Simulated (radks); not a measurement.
Values are calculated unless marked as measured or tabulated.
Question: Radial electron density D(r) = 4 pi r^2 rho(r) of an atom or ion with 6 electrons. Level of theory: Dirac Kohn-Sham, PBE, spin-unpolarised, spherical densities, point nucleus (a radial shooting solver on a logarithmic mesh with Libxc functionals).

```
   r/bohr * D(r) (the largest magnitude, 8.59, reaches the edge; | marks zero)
 0.008852 |  *
  0.01116 |   *
  0.01397 |     *
  0.01747 |        *
  0.02204 |            *
  0.02757 |                 *
  0.03477 |                        *
  0.04349 |                               *
  0.05485 |                                        *
  0.06862 |                                                *
  0.08654 |                                                     *
   0.1083 |                                                      *
   0.1355 |                                                  *
   0.1708 |                                        *
   0.2137 |                               *
   0.2695 |                        *
   0.3372 |                         *
   0.4252 |                                *
    0.532 |                                    *
   0.6709 |                                  *
   0.8394 |                        *
     1.05 |            *
    1.324 |     *
    1.657 |  *
    2.089 | *
    2.614 |*
    3.297 *
    4.124 *
    5.201 *
```

What is the nuclear charge?

Answer: Z = 10. The innermost maximum, from 1s, lies near gamma/Z bohr with gamma = sqrt(1 - (Z/c)^2) = 0.997, here 0.0997 bohr (found: 0.101), and its height grows with Z. The density is that of the neon ion Ne4+ in 1s1.5 2s2 2p2 3s0.5; the configuration itself is not fixed sharply by these data. D(r) has 2 maxima, at r = 0.101, 0.558 bohr, and minima at 0.292 bohr, inside which lie 1.64 electrons.
